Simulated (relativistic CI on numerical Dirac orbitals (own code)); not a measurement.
Hyperfine structure of Pm54+, mass number 147

Computed by Dirac-Coulomb-Breit CI, KLI orbitals optimised for each configuration, a model potential for QED, unscaled Slater integrals (own radial code, finite nucleus).

Configuration list (outside the closed core 1s2): 2s2 2p3, 2s 2p4, 2p5, 2p4 3s, 2p4 3p, 2p4 3d, 2s2 2p2 3s, 2s2 2p2 3p, 2s2 2p2 3d, 2s 2p3 3s, 2s 2p3 3p, 2s 2p3 3d, 2s2 2p2 4s, 2s2 2p2 4p, 2s2 2p2 4d, 2s2 2p2 4f. Levels of other configurations are missing.

Nuclear spin I = 7/2, μ = 2.58 μN, Q = 0.74 b (tables of Stone and Pyykkö). The electronic factors are computed for point nuclear moments, without core polarisation or the Bohr-Weisskopf and QED corrections.

```tsv
Level	E (Ry)	A (GHz)	B (GHz)
2s2 2p3 2D°_5/2	43.259	743.7	-1.5
2s2 2p3 2P°_1/2	46.058	2389	
2s 2p4 4P_5/2	60.703	1759	130
2s 2p4 2S_1/2	66.734	7427	
2s2 2p3 2P°_3/2	87.815	339.9	-664
2s 2p4 4P_3/2	103.992	1771	-494
2s 2p4 2D_5/2	106.686	2183	-767
2s 2p4 2P_1/2	110.087	-2620
```

Levels with J = 0, under 50 % of one LS term, or S terms without an open s electron are left out. Small factors come from cancelling terms and can be off by tens of per cent or more.

At this charge energies of transitions that change n are usually good to better than 1 %, and those within a shell (Δn = 0) to a few per cent.

Q: Give the hyperfine levels of 2s2 2p3 2P°_1/2 relative to its centre of gravity.

A: With K = F(F + 1) − I(I + 1) − J(J + 1), E = AK/2: F = 3: -5375, F = 4: 4180 GHz.

LS names give the leading component of a level, which can be under half, so a name can repeat, a term be missing and a line seem to break the LS rules.
